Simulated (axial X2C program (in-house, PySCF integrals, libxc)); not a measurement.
**Worked dissociation energy of SnSe: PBE50, without spin–orbit coupling**

Computed with an in-house all-electron X2C program for linear molecules (integrals from PySCF). Spin-free means the one-electron spin-free X2C Hamiltonian. Basis: Sn dyall-cv3z [11s12p9d4f1g], Se dyall-cv3z [8s9p6d4f1g] (cores contracted in-house); Gaussian nuclei, density fitting, unrestricted open shells. Masses: Sn 119.902 u, Se 79.917 u.

Molecular state: M_S = 0, Λ = 0 (closed shell).

| Quantity | Value |
| --- | --- |
| E(Sn) (2M_S = 2, M_L = 0) | -6176.295647 hartree |
| E(Se) (2M_S = 2, M_L = 0) | -2429.662913 hartree |
| E(SnSe) at Re | -8606.115410 hartree |
| ωe | 356.6 cm⁻¹ |
| ωexe | 0.535 cm⁻¹ |

(1) Work out De and D0.

The state is a single determinant with fixed occupations, the lowest that a limited PBE0 search found. Closed shells are restricted here (equal orbitals for both partners); the stretched side of such a curve lies too high. Dissociation energies refer to the lowest single-determinant-based atoms at the same level and basis. Spin-free De lacks the spin–orbit lowering of the heavy p-block atom, a tenth of an eV or more for 4p and 5p, up to an eV for 6p and one to two eV for 7p atoms, less what an open-shell molecule gains itself.

Each atomic determinant is the lowest at this level and need not be a pure term. Totals compare only within one Hamiltonian and basis.

Results:

(1) De = -6176.295647 + (-2429.662913) − (-8606.115410) = 0.15685 hartree = 4.268 eV. The zero-point energy is ωe/2 − ωexe/4 = 178 cm⁻¹ = 0.022 eV, so D0 = 4.246 eV.
